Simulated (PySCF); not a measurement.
## Calculated data, BH$_{5}$NOSi, AlBFH$_{3}$N, FH$_{3}$OSi$_{2}$, CH$_{2}$AlClSi and others

Calculation on a computer-drawn molecule: optimised geometry and harmonic frequencies of an isolated molecule of the commonest isotopes, restricted reference for singlets and unrestricted otherwise, frozen core in MP2. Program: PySCF 2.14.0.

Common to all runs: method HF.

(1) BH$_{5}$NOSi

Start structure:
```xyz
9
BH5NOSi
B     -0.5727     1.3293     2.1050
N     -0.0816     1.2084     0.7534
Si     1.4609     1.5417     0.1099
O      1.3326     0.9839    -1.3474
H      0.0979     1.6936     2.9098
H     -1.6524     0.9901     2.3001
H     -0.7340     0.7375     0.0534
H      2.5347     0.8665     0.8327
H      2.0262     1.0333    -2.0610
```

```
charge                                        : 0
multiplicity                                  : 2
basis                                         : cc-pV(D+d)Z
rotational constants                          : 19.89, 3.378, 3.041 GHz
total energy                                  : -445.9124 hartree
spin squared                                  : 0.7537
convergence status largest gradient component : 1.759e-05 hartree/bohr
```

Drawn bonds:
```
atom  other atom  order
   1           2      1
   2           3      1
   3           4      1
   1           5      1
   1           6      1
   2           7      1
   3           8      1
   4           9      1
```

Optimised structure:
```xyz
9
BH5NOSi
B     -0.5155     1.1900     2.0502
N     -0.1840     1.2767     0.6866
Si     1.3699     1.6151    -0.0117
O      1.4758     0.6468    -1.3489
H      0.3435     1.3228     2.8800
H     -1.6538     0.9859     2.3774
H     -0.9389     1.1640     0.0338
H      2.4070     1.3131     1.0045
H      2.1074     0.8699    -2.0160
```

Modes:
```
frequency (cm⁻¹)  reduced mass (dalton)
           43.95                  2.537
           209.5                  2.417
           240.7                  1.167
           315.5                   1.89
           383.2                  2.255
             741                  2.476
           785.4                  1.278
             819                  1.174
             830                  1.077
           875.8                  2.189
           918.8                  2.201
            1027                  1.399
            1100                  1.362
            1223                  1.556
            1361                  1.277
            1475                  2.258
            2270                  1.042
            2662                  1.054
            2728                   1.13
            3789                  1.075
            4177                  1.067
```

(2) AlBFH$_{3}$N

Start structure:
```xyz
7
AlBFH3N
F     -1.7132     0.1952     2.7953
B     -1.3292    -0.2970     1.6013
N     -0.8577    -0.7101     0.4759
Al    -0.2773    -1.3482    -1.1505
H     -0.9074    -0.3809    -2.2967
H      1.3620    -1.2285    -1.0695
H     -0.7597    -2.8841    -1.2826
```

```
charge                                        : -1
multiplicity                                  : 1
basis                                         : aug-cc-pV(D+d)Z
rotational constants                          : 69.53, 1.968, 1.968 GHz
total energy                                  : -422.3687 hartree
convergence status largest gradient component : 6.133e-06 hartree/bohr
```

Drawn bonds:
```
atom  other atom  order
   1           2      1
   2           3      2
   3           4      1
   4           5      1
   4           6      1
   4           7      1
```

Optimised structure:
```xyz
7
AlBFH3N
F     -1.7429     0.1776     2.7847
B     -1.3037    -0.2719     1.6226
N     -0.8936    -0.6917     0.5371
Al    -0.2697    -1.3298    -1.1131
H     -0.8885    -0.4020    -2.3170
H      1.3693    -1.2497    -1.1357
H     -0.7534    -2.8861    -1.3053
```

Modes:
```
frequency (cm⁻¹)  reduced mass (dalton)
           105.2                   5.39
           105.2                   5.39
           441.9                  11.26
           527.4                  6.176
           527.4                  6.174
           611.3                  1.306
           611.3                  1.306
           825.2                  1.066
           825.2                  1.066
           852.3                  1.089
            1070                  15.34
            1671                  1.049
            1671                  1.049
            1769                  1.017
            2187                  11.66
```

(3) FH$_{3}$OSi$_{2}$

Start structure:
```xyz
7
FH3OSi2
F     -0.4829     1.9885     1.4586
Si     0.2167     1.9301    -0.0177
O      0.8974     0.4665     0.1532
Si     1.1891    -0.9804     0.9205
H      2.6498    -1.0047     1.0180
H      0.7173    -1.9529    -0.0434
H      0.5322    -1.0744     2.1893
```

```
charge                                        : 0
multiplicity                                  : 1
basis                                         : cc-pV(D+d)Z
rotational constants                          : 11.63, 2.552, 2.145 GHz
total energy                                  : -754.0452 hartree
convergence status largest gradient component : 2.116e-06 hartree/bohr
```

Drawn bonds:
```
atom  other atom  order
   1           2      1
   2           3      1
   3           4      1
   4           5      1
   4           6      1
   4           7      1
```

Optimised structure:
```xyz
7
FH3OSi2
F     -1.0607     1.5655     0.8134
Si     0.3975     2.0732     0.2804
O      1.2645     0.7010     0.4595
Si     1.2710    -0.8952     0.9309
H      2.6338    -1.4198     0.7286
H      0.3119    -1.6589     0.1096
H      0.9016    -0.9930     2.3562
```

Modes:
```
frequency (cm⁻¹)  reduced mass (dalton)
           65.92                  1.123
           79.59                  7.024
           139.1                  6.742
           400.9                  9.267
           617.8                  8.381
           788.2                  1.194
           790.4                  1.314
           836.9                  10.72
            1029                   2.14
            1039                  1.108
            1041                  1.052
            1112                  1.845
            2337                  1.052
            2339                  1.046
            2350                  1.023
```

(4) CH$_{2}$AlClSi

Start structure:
```xyz
6
CH2AlClSi
Al    -2.7117    -1.6945    -3.3851
C     -1.3154    -0.3792    -2.7946
Si     0.4131    -0.5213    -2.4794
Cl     1.3951    -2.2595    -2.7582
H     -1.7370     0.5723    -2.6562
H      1.4764     0.4329    -2.0653
```

```
charge                                        : 0
multiplicity                                  : 1
basis                                         : cc-pV(D+d)Z
rotational constants                          : 6.723, 1.847, 1.449 GHz
total energy                                  : -1029.3779 hartree
convergence status largest gradient component : 2.515e-05 hartree/bohr
```

Drawn bonds:
```
atom  other atom  order
   1           2      1
   2           3      2
   3           4      1
   2           5      1
   3           6      1
```

Optimised structure:
```xyz
6
CH2AlClSi
Al    -2.5782    -1.7411    -3.3746
C     -1.2978    -0.3627    -2.7896
Si     0.3594    -0.5367    -2.5165
Cl     1.3435    -2.3200    -2.7703
H     -1.6551     0.6555    -2.6057
H      1.3487     0.4558    -2.0820
```

Modes:
```
frequency (cm⁻¹)  reduced mass (dalton)
           79.94                  23.63
           152.8                  4.772
           309.6                   11.8
           503.2                  1.216
             514                  12.47
           606.5                  4.999
           680.2                  1.136
           814.8                   1.03
             979                  1.268
            1139                  9.708
            2388                  1.044
            3237                  1.084
```

(5) CH$_{6}$NSi

Start structure:
```xyz
9
CH6NSi
C      0.6142     0.0000     2.0942
N     -0.2849    -0.9506     2.1858
Si    -1.5666    -0.8429     1.1692
H      0.4139     0.9464     2.7087
H      1.8133    -0.2881     2.5735
H      0.8186     0.4704     1.0536
H      0.4384    -1.8365     2.1094
H     -1.4176     0.1378     0.1862
H     -2.4934    -1.9402     1.0865
```

```
charge                                        : -1
multiplicity                                  : 1
basis                                         : aug-cc-pV(D+d)Z
rotational constants                          : 31.76, 5.174, 4.812 GHz
total energy                                  : -384.7238 hartree
convergence status largest gradient component : 1.99e-05 hartree/bohr
```

Drawn bonds:
```
atom  other atom  order
   1           2      1
   2           3      1
   1           4      1
   1           5      1
   1           6      1
   2           7      1
   3           8      1
   3           9      1
```

Optimised structure:
```xyz
9
CH6NSi
C      0.8091     0.0879     2.2183
N     -0.1627    -0.9578     2.0067
Si    -1.8225    -0.5000     1.3649
H      0.3610     0.8852     2.8155
H      1.6855    -0.2800     2.7696
H      1.1863     0.5585     1.2938
H      0.2603    -1.7165     1.5056
H     -1.5596    -0.4650    -0.1712
H     -2.4216    -1.9162     1.3639
```

Modes:
```
frequency (cm⁻¹)  reduced mass (dalton)
           147.1                   1.34
           190.5                  1.094
             301                  2.628
           577.9                  2.348
           665.3                  1.402
           804.9                   1.13
           859.3                  1.228
            1023                  1.046
            1144                  1.291
            1197                   3.34
            1226                   1.35
            1500                  1.304
            1544                  1.175
            1581                  1.053
            1607                  1.041
            1846                  1.041
            1964                  1.037
            3029                  1.068
            3088                  1.075
            3188                  1.089
            3733                  1.074
```

(6) B$_{2}$H$_{5}$OSi

Start structure:
```xyz
9
B2H5OSi
B     -0.8999     1.2938     0.5511
O     -0.0012     1.0806    -0.3829
Si     1.0160     0.8862    -1.5998
B      0.2889    -0.1769    -3.0800
H     -0.8574     0.5042     1.4322
H     -1.6494     2.1597     0.5229
H      2.2196     1.6870    -1.2486
H      0.4340    -1.2989    -3.0258
H     -0.2367     0.3292    -4.0059
```

```
charge                                        : 1
multiplicity                                  : 1
basis                                         : cc-pV(D+d)Z
rotational constants                          : 18.02, 3.155, 2.82 GHz
total energy                                  : -415.8434 hartree
convergence status largest gradient component : 9.977e-06 hartree/bohr
```

Drawn bonds:
```
atom  other atom  order
   1           2      1
   2           3      1
   3           4      1
   1           5      1
   1           6      1
   3           7      1
   4           8      1
   4           9      1
```

Optimised structure:
```xyz
9
B2H5OSi
B     -0.9428     1.3236     0.7057
O     -0.1118     1.0909    -0.3987
Si     0.9021     0.9034    -1.5692
B      0.3655    -0.2121    -3.1856
H     -0.8777     0.5408     1.5960
H     -1.6454     2.2793     0.6520
H      2.1872     1.5765    -1.3763
H      0.6000    -1.3775    -3.1643
H     -0.1631     0.3399    -4.0963
```

Modes:
```
frequency (cm⁻¹)  reduced mass (dalton)
           92.26                  3.567
           134.3                  1.582
           157.2                  1.319
           183.6                  1.261
           225.9                  4.711
             453                  1.091
           593.2                  4.323
           753.6                  1.345
           782.1                   3.07
           880.4                  1.399
           976.2                  1.355
            1041                  1.298
            1121                  1.334
            1214                  1.133
            1327                  1.158
            1357                  9.421
            2427                  1.044
            2747                  1.045
            2763                  1.042
            2871                  1.132
            2890                   1.14
```

(7) BH$_{3}$NOSi

Start structure:
```xyz
7
BH3NOSi
N     -0.3075     2.1566     1.5249
B     -0.2833     1.3210     0.5971
O     -0.2704     0.3765    -0.2973
Si     0.4376    -0.7113    -1.3448
H     -0.3778     3.0859     1.6808
H      0.3195    -1.9596    -0.5358
H      1.8991    -0.4675    -1.0464
```

```
charge                                        : -1
multiplicity                                  : 1
basis                                         : aug-cc-pV(D+d)Z
rotational constants                          : 37.99, 2.615, 2.519 GHz
total energy                                  : -444.7798 hartree
convergence status largest gradient component : 2.231e-05 hartree/bohr
```

Drawn bonds:
```
atom  other atom  order
   1           2      2
   2           3      1
   3           4      1
   1           5      1
   4           6      1
   4           7      1
```

Optimised structure:
```xyz
7
BH3NOSi
N     -0.5998     2.0399     1.4172
B     -0.4306     1.3377     0.3452
O     -0.4097     0.6547    -0.7297
Si     0.4562    -0.8640    -1.2980
H      0.1045     2.5564     1.8931
H      0.4159    -1.6008     0.0484
H      1.8807    -0.3223    -1.0978
```

Modes:
```
frequency (cm⁻¹)  reduced mass (dalton)
           47.52                  1.489
           105.4                  4.762
           150.1                  1.273
           426.6                  3.111
           485.8                  2.395
           608.7                  7.021
           698.5                  3.024
           806.5                  1.106
           876.8                  1.133
            1043                  1.057
            1142                  10.85
            1960                  1.317
            1968                   1.44
            2014                  1.742
            3909                  1.081
```

(8) B$_{2}$H$_{5}$N$_{2}$

Start structure:
```xyz
9
B2H5N2
B     -2.1781     1.4627    -0.6896
N     -1.5529     0.4350    -1.1672
B     -0.2805    -0.3359    -0.6132
N     -0.2194    -0.6805     0.7318
H     -2.7025     2.2740    -0.0682
H     -1.7281    -0.0493    -2.0291
H      0.5600    -0.4557    -1.4063
H     -0.9207    -0.5673     1.3949
H      0.5768    -1.1701     1.0213
```

```
charge                                        : 1
multiplicity                                  : 1
basis                                         : cc-pVDZ
rotational constants                          : 21.01, 5.556, 4.462 GHz
total energy                                  : -161.0234 hartree
convergence status largest gradient component : 2.187e-05 hartree/bohr
```

Drawn bonds:
```
atom  other atom  order
   1           2      1
   2           3      1
   3           4      1
   1           5      1
   2           6      1
   3           7      1
   4           8      1
   4           9      1
```

Optimised structure:
```xyz
9
B2H5N2
B     -2.1924     1.3471    -0.5928
N     -1.4897     0.4163    -1.1788
B     -0.2978    -0.3813    -0.6236
N     -0.2007    -0.6302     0.7195
H     -2.8083     2.1792    -0.0480
H     -1.6518     0.2733    -2.1689
H      0.4927    -0.7272    -1.4347
H     -0.8909    -0.4425     1.4186
H      0.5933    -1.1218     1.0829
```

Modes:
```
frequency (cm⁻¹)  reduced mass (dalton)
           110.3                  1.739
           183.2                  2.854
           460.4                  2.166
           556.3                   1.29
           643.3                  1.357
           668.9                    1.2
           766.9                  2.129
           829.3                   1.37
             883                  1.769
           975.3                  1.387
            1025                  1.313
            1206                  1.322
            1255                  1.279
            1468                   3.09
            1657                  4.815
            1769                  1.282
            2846                  1.104
            3002                  1.148
            3689                  1.074
            3796                  1.053
            3893                  1.098
```
